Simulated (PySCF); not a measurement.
Cu⁺ (copper, charge +1) across methods

[Ar] 3d9 4p1, one real determinant (an excited configuration). Calculation: PySCF 2.14, in aug-cc-pwCVTZ-DK with one added diffuse shell each of s, p, d, f, g type (11s10p8d5f4g, 152 functions); scalar relativity by spin-free X2C-1e.

| method | E (hartree) | mean ε 3d α (eV) | mean ε 3d β (eV) | mean ε 4p α (eV) | Σ⟨r²⟩ (bohr²) | ⟨S²⟩ |
| --- | --- | --- | --- | --- | --- | --- |
| r2SCAN | -1654.158 | -21.205 | -20.057 | -9.493 | 26.61 | 2.001 |
| PBE | -1653.946 | -20.932 | -19.844 | -9.351 | 26.86 | 2.000 |
| PBE0 | -1653.950 | -23.723 | -22.521 | -9.958 | 26.87 | 2.000 |
| LDA | -1651.291 | -21.259 | -20.115 | -9.381 | 26.67 | 2.000 |

(1) Estimate the same row for UHF.

⟨L²⟩ = 8.02 against 12 for a pure F term, so this real determinant mixes terms.

## Answers

(1) E (hartree) = -1652.69140; mean ε 3d α (eV) = -31.436; mean ε 3d β (eV) = -29.809; mean ε 4p α (eV) = -11.296; Σ⟨r²⟩ (bohr²) = 27.62; ⟨S²⟩ = 2.001.
